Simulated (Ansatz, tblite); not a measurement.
Forces on Al₄Te₆⁻ at its PBE-D4/def2-SVP geometry. Total charge -1; doublet.

In the def2 sets Te takes a core potential; there is no spin–orbit coupling. The xTB rows come from tblite. Another isomer (doublet) lies 1.84 eV lower at PBE0-D4/def2-SVP; other spin states weren't run for this one.

GFN1-xTB (tblite), largest force 0.80 eV/Å:

```xyz
10
positions Å, forces eV/Å
Al   -1.628    1.952   -0.502    0.002   -0.245    0.136
Al    0.968    0.894   -0.932    0.269    0.518   -0.263
Al   -0.906   -0.601    0.575   -0.085   -0.470    0.137
Al    1.165   -1.870   -0.614   -0.440   -0.288    0.456
Te    1.838   -2.243    1.935   -0.458   -0.149    0.065
Te    0.171    1.914    1.439    0.039   -0.112   -0.544
Te   -0.368    2.401   -2.660    0.134   -0.379    0.478
Te   -3.405    0.215   -0.069    0.145    0.274   -0.090
Te    3.073   -0.322   -1.675   -0.202    0.531    0.044
Te   -0.910   -2.339    2.501    0.596    0.320   -0.417
```

GFN2-xTB (tblite), largest force 0.82 eV/Å:

```
Al 0.430 -0.676 -0.153
Al -0.609 -0.454 0.084
Al 0.044 -0.064 -0.374
Al -0.127 0.409 0.240
Te -0.626 -0.024 0.048
Te 0.225 0.336 0.343
Te 0.158 0.240 -0.115
Te -0.086 -0.036 0.238
Te -0.021 0.069 0.028
Te 0.612 0.200 -0.339
```

PBE-D4/def2-SVP (Ansatz), largest force 0.01 eV/Å:

```
Al 0.001 0.004 0.006
Al 0.000 -0.006 -0.009
Al -0.008 -0.008 -0.001
Al 0.009 0.005 0.006
Te -0.011 0.003 -0.009
Te -0.012 0.002 -0.001
Te 0.006 -0.004 0.002
Te 0.007 0.005 0.006
Te 0.007 0.003 -0.007
Te 0.001 -0.003 0.006
```
